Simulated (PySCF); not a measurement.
Frontier levels across methods

Species: C₂H₇NSi₃.
SMILES with atom numbers: `[N:1]#[C:2][Si@H:3]1[CH2:4][SiH2:5][SiH2:6]1` (hydrogens: H7 on Si3; H8, H9 on C4; H10, H11 on Si5; H12, H13 on Si6)

Structure used (PBE0-D3(BJ)/def2-SVP), in Å, numbered top down from 1:
```
atom  x, y, z in Å
N1    -2.5935    1.0558   -1.8472
C2    -2.0294    0.7669   -0.8751
Si3   -1.0630    0.3170    0.6510
C4    -0.2447   -1.3602    0.3231
Si5    1.2572   -0.7079   -0.6666
Si6    1.0364    1.3637    0.4504
H7    -1.9937    0.4367    1.8095
H8    -0.8672   -2.1308   -0.1558
H9     0.1214   -1.7550    1.2877
H10    0.9158   -0.5622   -2.1130
H11    2.5087   -1.5103   -0.5184
H12    1.1689    2.6762   -0.2428
H13    1.7590    1.3752    1.7610
```

Basis pcSseg-1 throughout (PySCF), one geometry. Geometry: PBE0-D3(BJ)/def2-SVP, one conformer, isolated molecule.

Task: How do the orbital energies, the gap and the dipole change with the method?

Result: 
```
   method                    kind  HOMO (eV)  LUMO (eV)  gap (eV)  μ (D)  SCF cycles
     BLYP                     GGA      -6.62      -1.68      4.93   3.90          15
    B97-D                     GGA      -6.74      -1.75      4.99   3.93          14
     OPBE                     GGA      -6.77      -1.83      4.94   3.87          15
      PBE                     GGA      -6.79      -1.89      4.89   3.90          15
      KT3                     GGA      -6.83      -1.87      4.96   3.85          15
      KT2                     GGA      -6.85      -1.96      4.88   3.90          15
      LDA                     LDA      -6.89      -2.08      4.81   4.03          15
     BP86                     GGA      -6.89      -1.98      4.91   3.94          15
    B97-2           global hybrid      -7.59      -1.08      6.51   4.00          13
    B3LYP           global hybrid      -7.61      -1.19      6.42   4.00          14
     PBE0           global hybrid      -7.82      -1.07      6.75   4.01          14
 mPW1PW91           global hybrid      -7.84      -1.07      6.77   4.03          14
BHandHLYP           global hybrid      -8.71      -0.06      8.65   4.10          13
CAM-B3LYP  range-separated hybrid      -9.00       0.08      9.08   4.03          13
  wB97X-D  range-separated hybrid      -9.56       0.67     10.23   4.04          14
       HF            Hartree–Fock     -10.11       2.26     12.37   4.20          12
  LC-wPBE  range-separated hybrid     -10.27       1.10     11.37   4.03          14
```

The HOMO spans 3.65 eV, from BLYP down to LC-wPBE, and the gap runs from 4.81 eV (LDA) to 12.37 eV (HF). Over the methods BLYP (0 %), B97-D (0 %), OPBE (0 %), PBE (0 %), KT3 (0 %), KT2 (0 %), LDA (0 %), BP86 (0 %), B97-2 (21 %), B3LYP (20 %), PBE0 (25 %), mPW1PW91 (25 %), BHandHLYP (50 %), HF (100 %), a straight line through the gap against the share of exact exchange rises by 0.75 eV for each 10 % (correlation coefficient 1.000). The dipole ranges from 3.85 D (KT3) to 4.20 D (HF). This basis has no diffuse functions.
